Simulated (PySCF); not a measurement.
H7NO2Si2, SMILES N[Si@H](O)O[SiH3]. Geometry optimised at PBE-D3(BJ)/def2-SVP. The structure was generated by enumeration; whether it is a known compound was not checked. The values are those of a single conformer.

Problem. Give the equilibrium geometry at PBE-D3(BJ)/def2-SVP (PySCF confirms it by a frequency run) as Cartesian coordinates in Å. (An estimate is asked for; the answer gives what the named calculation found.)

Solution. Several could match; the one computed here: 
```xyz
12

N     -2.1800     0.3626     0.7866
Si    -0.9609     0.0259    -0.3913
O     -0.5497    -1.6005    -0.3264
O      0.5113     0.7852    -0.1615
Si     2.0680     0.2549     0.1780
H     -1.9792     0.2379     1.7826
H     -2.7822     1.1771     0.6426
H     -1.5166     0.4824    -1.7024
H     -1.3064    -2.1979    -0.1980
H      2.9299     1.4773     0.3174
H      2.1122    -0.5174     1.4698
H      2.6104    -0.6057    -0.9297
```
Charge 0, spin multiplicity 1.
